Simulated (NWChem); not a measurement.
System: CH3ClGeO2; SMILES [Cl][GeH]1[O]C[O]1

Here is an NWChem input.

```
start job
memory heap 200 mb stack 900 mb global 1100 mb
geometry units angstroms noautoz
  Cl    -0.475009    -1.947681    -0.001569
  Ge     0.516940    -0.024303     0.001621
  O     -0.189330     1.204117    -1.135913
  C     -0.683056     1.935062    -0.002199
  O     -0.196560     1.204113     1.134664
  H      2.040437    -0.270174     0.006493
  H     -0.274102     2.972738    -0.000883
  H     -1.798314     1.967208    -0.005739
end
basis spherical
  Cl library pcseg-1
  Ge library pcseg-1
  O library pcseg-1
  C library pcseg-1
  H library pcseg-1
end
dft
  xc b3lyp
  iterations 150
  mulliken
end
task dft energy
```

Structure relaxed at the PBE-D3(BJ)/def2-SVP level.

Task: Predict the main results of this run. (B3LYP/pcseg-1.) Quantities: basis functions; energy (Ha); highest occupied level (eV); orbital gap (eV); dipole (D).

Result: 
```json
{
 "number_of_basis_functions": "102",
 "energy (Ha)": "-2727.37",
 "highest occupied level (eV)": "-7.94",
 "orbital gap (eV)": "6.62",
 "dipole (D)": "1.54"
}
```
